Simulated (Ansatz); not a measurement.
Consider the homolysis of the H–Si bond: `F[SiH2]N[SiH3]` → H• + `F[SiH2]N[SiH2]`•.

Calculated with Ansatz (gas phase, PBE0-D4/def2-TZVP geometries, no zero-point term in ΔE). CBS: MP2 limit from def2 TZ/QZ plus the TZ coupled-cluster correction, frozen cores. This one scheme is used for every species, atoms too. Functionals use def2-TZVPP. Open shells (•) are unrestricted, without spin–orbit coupling. One conformer a species, not always the lowest.

```csv
level,ΔE (kcal/mol),difference from CCSD(T)/CBS
revPBE-D4,88.8,-8.6
BLYP-D4,91.9,-5.5
BHLYP-D4,95.4,-2.0
r2SCAN0,92.3,-5.1
BHLYP,95.4,-2.0
LC-ωPBE,92.3,-5.1
CCSD(T)/def2-SVP,92.5,-4.9
HF/def2-QZVPP,77.1,-20.3
MP2/def2-QZVPP,94.4,-3.0
HF/CBS(def2),77.1,-20.3
CCSD(T)/CBS,97.4,0
```

Largest T1 diagnostic among the species: 0.014.

From PBE to PBE0 (25 % exact exchange), in def2-TZVPP and without D4, ΔE moves by +1.6 kcal/mol. In def2-TZVPP, CCSD(T) changes the Hartree–Fock value by +18.5 kcal/mol (the triples alone add −0.1 kcal/mol) and MP2 by +16.3 kcal/mol; breaking electron pairs costs correlation energy, which Hartree–Fock lacks.
